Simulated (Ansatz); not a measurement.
**GeH4 (SMILES [H][Ge]([H])([H])[H]): methods side by side**

GeH4 has 5 atoms, charge 0, and is taken as a singlet. As SMILES, `[H][Ge]([H])([H])[H]`. Geometry: a GFN2-xTB relaxation, a rough one for these elements and not checked as a minimum.

| atom | x (Å) | y (Å) | z (Å) |
| --- | --- | --- | --- |
| Ge | 0.0001 | 0.0004 | -0.0002 |
| H | 0.0115 | -0.0181 | 1.4819 |
| H | 1.3949 | 0.0100 | -0.5035 |
| H | -0.7076 | 1.2140 | -0.4736 |
| H | -0.6989 | -1.2063 | -0.5046 |

Each level gives the energy change with the Ge1–H4 bond stretched from 1.482 to 2.224 Å (eV). The values are calculated.

| level | kind | program | value (eV) | less FCI/STO-3G |
| --- | --- | --- | --- | --- |
| SVWN5/STO-3G (restricted) | LDA | Ansatz | 3.06 | +0.40 |
| PBE/STO-3G (restricted) | GGA | Ansatz | 2.93 | +0.27 |
| r2SCAN/STO-3G (restricted) | meta-GGA | Ansatz | 3.09 | +0.43 |
| HSE06/STO-3G (restricted) | range-separated hybrid | Ansatz | 3.12 | +0.46 |
| wB97X/STO-3G (restricted) | range-separated hybrid | Ansatz | 3.28 | +0.62 |
| RPA@PBE/STO-3G (restricted) | RPA | Ansatz | 2.68 | +0.02 |
| CCSD/STO-3G (restricted) | coupled cluster or CI | Ansatz | 2.68 | +0.02 |
| FCI/STO-3G | exact in the basis | Ansatz | 2.66 | 0.00 |

FCI/STO-3G is exact within its basis and frozen core, so for wave-function methods in that basis the difference is their error; functionals converge differently with the basis, so for them it is only a difference. All-electron rows without a relativistic Hamiltonian named are non-relativistic. The first shape isn't each level's own minimum. The values span 2.66 to 3.28 eV. All rows use very small basis sets, so even the best lies far from the true value. In the correlated wave-function rows the outer d shell of Ge is correlated, in sets not made for it.
